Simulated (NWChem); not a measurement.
System: Ge, triplet

Excerpt of the output:

```
             Northwest Computational Chemistry Package (NWChem) 7.3.0
             --------------------------------------------------------

                             Geometry "geometry" -> ""
                             -------------------------

 Output coordinates in angstroms (scale by  1.889725989 to convert to a.u.)

  No.       Tag          Charge          X              Y              Z
 ---- ---------------- ---------- -------------- -------------- --------------
    1 Ge                  32.0000     0.00000000     0.00000000     0.00000000

 Effective nuclear repulsion energy (a.u.)       0.0000000000

  pbe96 is a nonlocal functional; adding pw91lda local functional.

                                 NWChem DFT Module
                                 -----------------

 Summary of "ao basis" -> "ao basis" (spherical)
 ------------------------------------------------------------------------------
       Tag                 Description            Shells   Functions and Types
 ---------------- ------------------------------  ------  ---------------------
 Ge                         def2-svp                12       32   5s4p3d

            General Information
            -------------------
          SCF calculation type: DFT
          Wavefunction type:  spin polarized.
          No. of atoms     :     1
          No. of electrons :    32
           Alpha electrons :    17
            Beta electrons :    15
          Charge           :     0
          Spin multiplicity:     3
          Use of symmetry is: off; symmetry adaption is: off
          Maximum number of iterations: 150
          AO basis - number of functions:    32
                     number of shells:    12
          Convergence on energy requested:  1.00D-06
          Convergence on density requested:  1.00D-05
          Convergence on gradient requested:  5.00D-04

              XC Information
              --------------
          PerdewBurkeErnzerhof Exchange Functional  1.000
            Perdew 1991 LDA Correlation Functional  1.000 local
           PerdewBurkeErnz. Correlation Functional  1.000 non-local

             Grid Information
             ----------------
          Grid used for XC integration:  medium
          Radial quadrature: Mura-Knowles
          Angular quadrature: Lebedev.
          Tag              B.-S. Rad. Rad. Pts. Rad. Cut. Ang. Pts.
          ---              ---------- --------- --------- ---------
          Ge                  1.25      112           6.0       590
          Grid pruning is: on
          Number of quadrature shells:   112
          Spatial weights used:  Erf1

      Superposition of Atomic Density Guess
      -------------------------------------

 Sum of atomic energies:       -2075.04349037

      Non-variational initial energy
      ------------------------------

 Total energy =   -2074.831300
 1-e energy   =   -2894.634830
 2-e energy   =     819.803530
 HOMO         =      -0.066582
 LUMO         =      -0.066582

     ---------------------------------------------
      Total Density - Mulliken Population Analysis
     ---------------------------------------------

    Atom       Charge   Shell Charges
 -----------   ------   -------------------------------------------------------
    1 Ge  32    32.00   2.00  2.00  2.00  1.41  0.59  6.00  5.98  0.61  1.42  8.15  1.79  0.06

     --------------------------------------------
      Spin Density - Mulliken Population Analysis
     --------------------------------------------

    Atom       Charge   Shell Charges
 -----------   ------   -------------------------------------------------------
    1 Ge  32     2.00   0.00  0.00  0.00  0.00  0.00  0.00  0.00  0.58  1.42  0.00  0.00  0.00

   convergence    iter        energy       DeltaE   RMS-Dens  Diis-err
 ---------------- ----- ----------------- --------- --------- ---------
 d= 0,ls=0.0,diis     1  -2076.3211056696 -2.08D+03  1.20D-02  4.10D-02
                                                     8.81D-03  2.79D-02
 d= 0,ls=0.5,diis     2  -2076.3379617846 -1.69D-02  8.65D-04  1.60D-02
                                                     1.01D-03  1.84D-02
 d= 0,ls=0.5,diis     3  -2076.3408094162 -2.85D-03  8.78D-04  3.09D-04
                                                     1.02D-03  1.70D-04
 d= 0,ls=0.5,diis     4  -2076.3410219196 -2.13D-04  2.23D-04  2.63D-05
                                                     3.28D-04  2.60D-05
 d= 0,ls=0.5,diis     5  -2076.3410470703 -2.52D-05  1.12D-04  6.62D-06
                                                     1.66D-04  4.74D-06
  Resetting Diis
 d= 0,ls=0.5,diis     6  -2076.3410531697 -6.10D-06  5.52D-05  1.72D-06
                                                     8.07D-05  1.19D-06
 d= 0,ls=0.5,diis     7  -2076.3410546607 -1.49D-06  4.02D-05  4.54D-07
                                                     5.03D-05  2.94D-07
 d= 0,ls=0.5,diis     8  -2076.3410550831 -4.22D-07  1.20D-05  1.39D-07
                                                     1.71D-05  1.29D-07
 d= 0,ls=0.5,diis     9  -2076.3410551476 -6.45D-08  2.38D-06  9.39D-09
                                                     4.43D-06  9.63D-09

         Total DFT energy =    -2076.341055152666
      One electron energy =    -2893.262659330396
           Coulomb energy =      895.562513079669
    Exchange-Corr. energy =      -78.640908901939
 Nuclear repulsion energy =        0.000000000000

 Numeric. integr. density =       31.999999984155

                    DFT Final Alpha Molecular Orbital Analysis
                    ------------------------------------------

[...]
```

Level: PBE/def2-SVP, spin-unrestricted. The open p shell is one determinant without spherical averaging. No stability test was run on the SCF state.

Write an input that gives this output.

This is not unique; one that fits is the input that was run:
```
start job
memory heap 200 mb stack 900 mb global 1100 mb
geometry units angstroms noautoz
  Ge     0.000000     0.000000     0.000000
end
basis spherical
  Ge library def2-svp
end
dft
  odft
  mult 3
  xc xpbe96 cpbe96
  iterations 150
  mulliken
end
task dft energy
```
